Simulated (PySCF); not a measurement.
Structure revision by computed shifts

A compound C$_{5}$H$_{7}$F$_{3}$O gives the data below (simulated from a calculation) and was assigned the structure `C[C@]1(C(F)(F)F)CCO1`.

¹³C{¹H} NMR (computed): δ 135.2 (C), 64.0 (C), 59.7 (CH3), 13.1 (CH2, 2C).

¹H NMR (500 MHz, computed): δ 3.59 (s, 3H), 1.03 (m, 2H), 1.02 (m, 2H).

Theory: PBE0/pcSseg-1 with gauge-including orbitals, geometry: GFN2-xTB, in PySCF (one computed conformer, fast rotation and ring inversion assumed for equivalent nuclei, relativity neglected, gas phase).

Shifts are taken against calculated references (same method and geometry level): TMS for ¹H, ¹³C.

(1) Compare with the shifts computed for the proposed structure, pairing carbons in order of shift.

(2) Which isomer fits?

## Answers

(1) Numbering as in the mapped SMILES `[CH3:1][C@:2]1([C:3]([F:4])([F:5])[F:6])[CH2:7][CH2:8][O:9]1`. Hydrogens are named by the atom that carries them.

| atom | computed for proposal | given list | difference |
| --- | --- | --- | --- |
| C3 | 135.3 | 135.2 | +0.1 |
| C2 | 85.4 | 64.0 | +21.4 |
| C8 | 68.1 | 59.7 | +8.4 |
| C7 | 30.7 | 13.1 | +17.6 |
| C1 | 23.2 | 13.1 | +10.1 |

The rms difference is 13.7 ppm and the largest +21.4 ppm at C2 (fully substituted sp3 carbon bonded to O). The proposal also would give 5 carbon signals, not 4. The carbon types in order of shift don't match either: C, C, CH2, CH2, CH3 for the proposal against C, C, CH3, CH2, CH2 in the data. The proposal doesn't fit.

(2) SMILES COC1(C(F)(F)F)CC1.

- Carbon types of the structure: 2 × C, 2 × CH2, 1 × CH3, which accounts for all hydrogens.
- δC 135.2: CF3 carbon; 3 electronegative neighbours deshield it.
- δC 64.0, 13.1: three-membered-ring carbon.
- δH 3.59: hydrogen on a methyl carbon bonded to O; its carbon carries O, which withdraws density.
- δH 1.03, 1.02: hydrogen on a three-membered-ring carbon; cyclopropane-type protons are shielded by the ring.

Other isomers checked: FC(F)O[C@H]1C[C@@H](F)C1 (rms 20.9 ppm).

The shifts were computed for this structure.

Splittings by ¹⁹F in the carbon and heteronuclear signals aren't shown, as no couplings were computed. Shifts are as computed. Against solution values, carbons near 30 ppm lie about +3 ppm off and those near 130 ppm about +5 ppm. Of 1309 compounds with measured shifts, 239 miss one by over three times the rms of a fit or turn the order of signals round; such compounds aren't used in these exercises. No couplings were computed; multiplicities are counted from neighbouring protons, with m where these are inequivalent, close in shift, in a saturated or five-membered ring or joined by F or P, and br s for small geminal =CH2 splittings.
